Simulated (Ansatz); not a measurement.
Species: CdI, charge 0, doublet. CdI (parent SMILES [Cd][I], doublet).
B3LYP-D3(BJ)/def2-TZVP minimum from Ansatz (a first-principles code):
```
Cd
I 1 2.7554
```
Charge 0, spin multiplicity 2.

Total energies in def2-TZVPP, 19 correlated electrons, 13 frozen orbitals. UHF or UKS for unpaired electrons; spin-orbit terms are left out. Cores are frozen in correlated methods (noble-gas shells, and filled d and f shells in the p block). Past Kr the def2 sets carry scalar-relativistic core potentials. Spin-orbit terms, left out, reach several kcal/mol for Br and I, and more for heavier atoms. The spin of CdI (parent SMILES [Cd][I], doublet) was assumed, and the state is the lowest solution found for it.

```csv
method,program,energy (Eh),minus CCSDT(Q) (mEh)
HF,Ansatz,-463.58175,561.54
MP2,Ansatz,-464.13767,5.62
CCSD,Ansatz,-464.12367,19.63
CCSD(T),Ansatz,-464.14293,0.36
CCSDT(Q),Ansatz,-464.14329,0.00
```

Rough core times of Ansatz's runs on a shared machine: CCSD(T) 40 s, CCSDT(Q) 60 min.
